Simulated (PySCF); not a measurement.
PySCF input for Al(Cl)(H)(iPr) (C₃H₈AlCl), SMILES C[CH](C)[AlH][Cl], TDA-PBE/def2-SVPD. Geometry: PBE0-D3(BJ)/def2-SVP. One conformer was computed; it need not be the lowest.

```python
import numpy as np
from pyscf import gto, scf, dft, tdscf

mol = gto.M(
    atom='''
    Al    0.45230857   -0.71190943    0.46140951
    Cl    0.01151535    0.45251394    2.17207883
    H     1.01296366   -2.17007832    0.72698691
    C     0.19559784    0.07861226   -1.31771441
    C    -0.75032200    1.27890080   -1.34038124
    C    -0.18131895   -0.97872876   -2.35907479
    H     1.21327320    0.44521558   -1.57133731
    H    -0.77193703    1.75356868   -2.33725596
    H    -1.78599105    0.98182387   -1.10500800
    H    -0.46400903    2.05045258   -0.60932082
    H     0.51869840   -1.83006045   -2.37064569
    H    -0.19329117   -0.55296897   -3.37796808
    H    -1.18922064   -1.38857321   -2.17609242
    ''',
    basis='def2-SVPD',
    charge=0,
    spin=0,
    max_memory=1600,
    verbose=4,
)
mf = dft.RKS(mol, xc='pbe').density_fit(auxbasis='def2-universal-jkfit')
mf.grids.level = 3
mf.conv_tol = 1e-9
mf.max_cycle = 100
mf.kernel()
mf.grids = dft.Grids(mol).set(level=1).build(with_non0tab=True)  # coarser grid for the response kernel
td = tdscf.TDA(mf)
td.singlet = True
td.nstates = 10
td.conv_tol = 1e-4
td.positive_eig_threshold = 1e-6
td.kernel(x0=td.get_init_guess(mf, 15))
td.analyze()
tt = tdscf.TDA(mf)
tt.singlet = False
tt.nstates = 4
tt.conv_tol = 1e-4
tt.positive_eig_threshold = 1e-6
tt.kernel(x0=tt.get_init_guess(mf, 9))
tt.analyze(verbose=3)
```

It prints:

```
PySCF version 2.14.0

[INPUT] verbose = 4
[INPUT] num. atoms = 13
[INPUT] num. electrons = 56
[INPUT] charge = 0
[INPUT] spin (= nelec alpha-beta = 2S) = 0
[INPUT] symmetry False subgroup None
[INPUT] Mole.unit = angstrom
[INPUT] Symbol           X                Y                Z      unit          X                Y                Z       unit  Magmom
[INPUT]  1 Al     0.452308570000  -0.711909430000   0.461409510000 AA    0.854739321094  -1.345313848195   0.871937605170 Bohr   0.0
[INPUT]  2 Cl     0.011515350000   0.452513940000   2.172078830000 AA    0.021760857729   0.855127414148   4.104634109666 Bohr   0.0
[INPUT]  3 H      1.012963660000  -2.170078320000   0.726986910000 AA    1.914223891537  -4.100853693656   1.373806156044 Bohr   0.0
[INPUT]  4 C      0.195597840000   0.078612260000  -1.317714410000 AA    0.369626348156   0.148555641433  -2.490119345293 Bohr   0.0
[INPUT]  5 C     -0.750322000000   1.278900800000  -1.340381240000 AA   -1.417903085236   2.416772252487  -2.532953446105 Bohr   0.0
[INPUT]  6 C     -0.181318950000  -0.978728760000  -2.359074790000 AA   -0.342643156694  -1.849529306635  -4.458005260466 Bohr   0.0
[INPUT]  7 H      1.213273200000   0.445215580000  -1.571337310000 AA    2.292754062275   0.841335512589  -2.969397165211 Bohr   0.0
[INPUT]  8 H     -0.771937030000   1.753568680000  -2.337255960000 AA   -1.458749572110   3.313764545815  -4.416773647407 Bohr   0.0
[INPUT]  9 H     -1.785991050000   0.981823870000  -1.105008000000 AA   -3.375033945424   1.855378216861  -2.088162485453 Bohr   0.0
[INPUT] 10 H     -0.464009030000   2.050452580000  -0.609320820000 AA   -0.876849986025   3.874793807608  -1.151449471795 Bohr   0.0
[INPUT] 11 H      0.518698400000  -1.830060450000  -2.370645690000 AA    0.980197917250  -3.458313041898  -4.479871092481 Bohr   0.0
[INPUT] 12 H     -0.193291170000  -0.552968970000  -3.377968080000 AA   -0.365267373597  -1.044959908683  -6.383434528723 Bohr   0.0
[INPUT] 13 H     -1.189220640000  -1.388573210000  -2.176092420000 AA   -2.247301311280  -2.624023070808  -4.112218695542 Bohr   0.0

nuclear repulsion = 261.141327838297
number of shells = 77
number of NR pGTOs = 257
number of NR cGTOs = 175
basis = def2-SVPD
ecp = {}


[settings echo left out]
init E= -820.965174181846
  HOMO = -0.304756508709048  LUMO = -0.0921877989017656  gap/eV = 5.78429
cycle= 1 E= -820.930454755914  delta_E= 0.0347  |g|= 0.578  |ddm|= 4.53
  HOMO = -0.160481813780438  LUMO = -0.067128915542082  gap/eV = 2.54026
cycle= 2 E= -820.735095032468  delta_E= 0.195  |g|= 1.01  |ddm|= 2.28
  HOMO = -0.233857598041639  LUMO = -0.073022342247862  gap/eV = 4.37655
cycle= 3 E= -821.027660332032  delta_E= -0.293  |g|= 0.105  |ddm|= 1.48
  HOMO = -0.229120774414558  LUMO = -0.0744601876155726  gap/eV = 4.20853
cycle= 4 E= -821.030671587528  delta_E= -0.00301  |g|= 0.043  |ddm|= 0.227
  HOMO = -0.232626260802312  LUMO = -0.0758025791028345  gap/eV = 4.26739
cycle= 5 E= -821.031120272419  delta_E= -0.000449  |g|= 0.0125  |ddm|= 0.0772
  HOMO = -0.231678239555519  LUMO = -0.0751116334208217  gap/eV = 4.26039
cycle= 6 E= -821.031168760197  delta_E= -4.85e-05  |g|= 0.00192  |ddm|= 0.0231
  HOMO = -0.23182816362405  LUMO = -0.0753060160872483  gap/eV = 4.25918
cycle= 7 E= -821.031169901924  delta_E= -1.14e-06  |g|= 0.0004  |ddm|= 0.00435
  HOMO = -0.231823205976883  LUMO = -0.0752758004377436  gap/eV = 4.25987
cycle= 8 E= -821.031169951871  delta_E= -4.99e-08  |g|= 0.000143  |ddm|= 0.00102
  HOMO = -0.231828871541016  LUMO = -0.0752787306712532  gap/eV = 4.25995
cycle= 9 E= -821.031169957428  delta_E= -5.56e-09  |g|= 3.88e-05  |ddm|= 0.000256
  HOMO = -0.231830342166575  LUMO = -0.0752799282270749  gap/eV = 4.25995
cycle= 10 E= -821.031169957934  delta_E= -5.06e-10  |g|= 6.87e-06  |ddm|= 8.21e-05
  HOMO = -0.231829819149419  LUMO = -0.0752800722642877  gap/eV = 4.25994
Extra cycle  E= -821.031169957927  delta_E= 6.37e-12  |g|= 7.88e-06  |ddm|= 3.06e-05
converged SCF energy = -821.031169957927
tot grids = 47984
Overwritten attributes  positive_eig_threshold  of <class 'pyscf.tdscf.rks.TDA'>


******** <class 'pyscf.tdscf.rks.TDA'> for <class 'pyscf.df.df_jk.DFRKS'> ********
nstates = 10 singlet
deg_eia_thresh = 1.000e-03
wfnsym = None
conv_tol = 0.0001
eigh lindep = 1e-12
eigh level_shift = 0
eigh max_cycle = 100


Excitation energies (eV)
[4.35839136 5.70385013 5.73187869 6.23380954 6.27138209 6.35865712
 6.36372405 6.47799264 6.88228638 6.98432226]

** Singlet excitation energies and oscillator strengths **
Excited State   1:      4.35839 eV    284.47 nm  f=0.0001
      28 -> 29       -0.70543
Excited State   2:      5.70385 eV    217.37 nm  f=0.0376
      27 -> 29       -0.27437
      28 -> 30       -0.62754
      28 -> 32       -0.13156
Excited State   3:      5.73188 eV    216.31 nm  f=0.0086
      27 -> 29       -0.64224
      28 -> 30        0.26427
Excited State   4:      6.23381 eV    198.89 nm  f=0.0166
      24 -> 29       -0.22545
      25 -> 29        0.46718
      26 -> 29        0.40167
      28 -> 31        0.21905
Excited State   5:      6.27138 eV    197.70 nm  f=0.0142
      25 -> 29        0.24808
      28 -> 31       -0.65537
Excited State   6:      6.35866 eV    194.98 nm  f=0.0259
      23 -> 29       -0.30093
      24 -> 29       -0.31689
      25 -> 29       -0.37347
      26 -> 29        0.36740
      28 -> 31       -0.13285
Excited State   7:      6.36372 eV    194.83 nm  f=0.0108
      23 -> 29       -0.41528
      24 -> 29       -0.35192
      25 -> 29        0.22500
      26 -> 29       -0.37397
Excited State   8:      6.47799 eV    191.39 nm  f=0.0166
      23 -> 29       -0.47467
      24 -> 29        0.46312
      25 -> 29        0.12336
      26 -> 29        0.15581
Excited State   9:      6.88229 eV    180.15 nm  f=0.0781
      27 -> 30        0.45850
      28 -> 32       -0.51048
Excited State  10:      6.98432 eV    177.52 nm  f=0.1427
      25 -> 30        0.15595
      27 -> 30       -0.51728
      28 -> 32       -0.41609

** Transition electric dipole moments (AU) **
state          X           Y           Z        Dip. S.      Osc.
  1        -0.0085     -0.0157     -0.0253      0.0010      0.0001
  2        -0.1164      0.1728     -0.4749      0.2690      0.0376
  3        -0.1067     -0.1187      0.1884      0.0610      0.0086
  4         0.0607     -0.1026     -0.3077      0.1089      0.0166
  5        -0.0767      0.1585     -0.2482      0.0926      0.0142
  6        -0.1335     -0.2224     -0.3150      0.1665      0.0259
  7        -0.0067      0.1480      0.2174      0.0692      0.0108
  8         0.3200     -0.0422     -0.0169      0.1045      0.0166
  9         0.1363     -0.2498      0.6181      0.4630      0.0781
 10         0.2627     -0.6485      0.5868      0.8338      0.1427

** Transition velocity dipole moments (imaginary part, AU) **
state          X           Y           Z        Dip. S.      Osc.
  1         0.0428      0.0173     -0.0091      0.0022      0.0092
  2        -0.0156      0.0213     -0.0785      0.0069      0.0218
  3         0.0105     -0.0032      0.0265      0.0008      0.0026
  4        -0.0140     -0.0211     -0.0329      0.0017      0.0050
  5        -0.0217      0.0398     -0.0463      0.0042      0.0121
  6        -0.0194     -0.0144     -0.0396      0.0022      0.0061
  7         0.0012     -0.0026      0.0175      0.0003      0.0009
  8         0.0460     -0.0013      0.0045      0.0021      0.0060
  9         0.0301     -0.0442      0.1223      0.0178      0.0469
 10         0.0601     -0.1348      0.1353      0.0401      0.1041

** Transition magnetic dipole moments (imaginary part, AU) **
state          X           Y           Z
  1         0.0943     -0.2963     -0.4901
  2         0.2056     -0.2717      0.0435
  3        -0.1124      0.1829      0.5321
  4        -0.0023     -0.5613     -0.5988
  5         0.2213      0.2177     -0.2021
  6         0.0136     -0.0109      0.5526
  7         0.1057     -0.1532     -0.1625
  8        -0.1698      0.5141     -0.5479
  9         0.6445      0.5166      0.0303
 10        -0.1275     -0.0010      0.1281


******** <class 'pyscf.tdscf.rks.TDA'> for <class 'pyscf.df.df_jk.DFRKS'> ********
nstates = 4 triplet
deg_eia_thresh = 1.000e-03
wfnsym = None
conv_tol = 0.0001
eigh lindep = 1e-12
eigh level_shift = 0
eigh max_cycle = 100


Excitation energies (eV)
[4.04601154 5.21645739 5.45850798 5.6776714 ]

** Triplet excitation energies and oscillator strengths **
Excited State   1:      4.04601 eV    306.44 nm  f=0.0000
Excited State   2:      5.21646 eV    237.68 nm  f=0.0000
Excited State   3:      5.45851 eV    227.14 nm  f=0.0000
Excited State   4:      5.67767 eV    218.37 nm  f=0.0000
```

The calculation finished and met its thresholds.
